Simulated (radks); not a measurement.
Values are calculated unless marked as measured or tabulated.
Question: Ir, 77 electrons, occupied as [Xe] 4f14 5d7 6s2 (the NIST ground configuration). Code: a radial shooting solver on a logarithmic mesh with Libxc functionals. Model: scalar-relativistic Kohn-Sham, r2SCAN, spin-polarised, spherical densities, finite nucleus; open shells are filled with parallel spins first (spin-orbit coupling, left out, can overturn this in heavy ions); meta-GGA in the generalised Kohn-Sham scheme; Fermi nuclear charge, rms radius 5.4032 fm. Some entries of the table are withheld. Estimate them.

orbital  occ.  eigenvalue (eV)  <r> (bohr)
1s down     1        -76198.59     0.01744
1s up       1        -76198.58     0.01744
2s up       1        -13357.48     0.07360
2s down     1        -13357.20     0.07360
2p up       3        -11603.17     0.06624
2p down     3        -11602.95     0.06624
3s up       1        -3134.798      0.1903
3s down     1        -3134.766      0.1903
3p up       3        -2619.482      0.1912
3p down     3        -2619.427      0.1912
3d up       5        -2050.827      0.1733
3d down     5        -2050.663      0.1733
4s up       1        -675.0163      0.4233
4s down     1        -674.7896      0.4234
4p up       3        -505.2524      0.4502
4p down     3        -505.0551      0.4503
4d up       5        -295.6012      0.4784
4d down     5        -295.3640      0.4783
5s up       1        -100.8214      0.9838
5s down     1         -99.1351      0.9781
4f up       7         -63.0700      0.5360
4f down     7         -62.6948      0.5342
5p up       3         -57.2007       1.139
5p down     3         -55.0116       1.131
5d up       5              (1)         (2)
6s up       1              (3)       2.803
6s down     1              (4)       3.000
5d down     2              (5)         (6)

Answer: 
(1) 5d up eigenvalue (eV): -8.4130
(2) 5d up <r> (bohr): 1.689
(3) 6s up eigenvalue (eV): -7.0466
(4) 6s down eigenvalue (eV): -5.9880
(5) 5d down eigenvalue (eV): -5.9732
(6) 5d down <r> (bohr): 1.752
